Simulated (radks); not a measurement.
Results of a calculation; reference values are marked as such.
Effect of the nuclear size on the antimony ion Sb2+, [Kr] 4d10 5s2 5p1. Level of theory: Dirac Kohn-Sham, exchange-only LDA, spin-unpolarised, spherical densities, finite nucleus; open shells fill j = l - 1/2 first; Fermi nuclear charge, rms radius 4.6802 fm (a radial shooting solver on a logarithmic mesh with Libxc functionals). The rms radius is varied about that value; shifts are against it.

\begin{tabular}{lrrrrrrrrr}
rms radius (fm) & total energy shift (eV) & density at nucleus (e/bohr^3) & 1s1/2 shift (meV) & 2s1/2 shift (meV) & 4s1/2 shift (meV) & 4p1/2 shift (meV) & 5s1/2 shift (meV) & 5p1/2 shift (meV) & 6s1/2 (empty) shift (meV) \\ \hline
4.1654 & -0.962 & 2.12e+05 & -403 & -46.5 & -1.78 & 0.165 & -0.199 & 0.045 & -0.041 \\
4.3479 & -0.632 & 2.105e+05 & -265 & -30.5 & -1.17 & 0.108 & -0.131 & 0.029 & -0.027 \\
4.6802 & 0 & 2.081e+05 & 0.000 & 0.000 & 0.000 & 0.000 & 0.000 & 0.000 & 0.000 \\
4.8814 & 0.401 & 2.067e+05 & 168 & 19.4 & 0.744 & -0.069 & 0.083 & -0.019 & 0.017 \\
5.8409 & 2.51 & 2.008e+05 & 1050 & 121 & 4.65 & -0.429 & 0.519 & -0.117 & 0.106 \\
\end{tabular}

Slopes of the eigenvalues against <r^2> in GHz/fm^2, as finite differences over the two radii next to the reference (eigenvalue slopes, not the field-shift constants of lines): 1s1/2 21300, 2s1/2 2450, 4s1/2 94.1, 4p1/2 -8.69, 5s1/2 10.5, 5p1/2 -2.37, 6s1/2 (empty) 2.14.
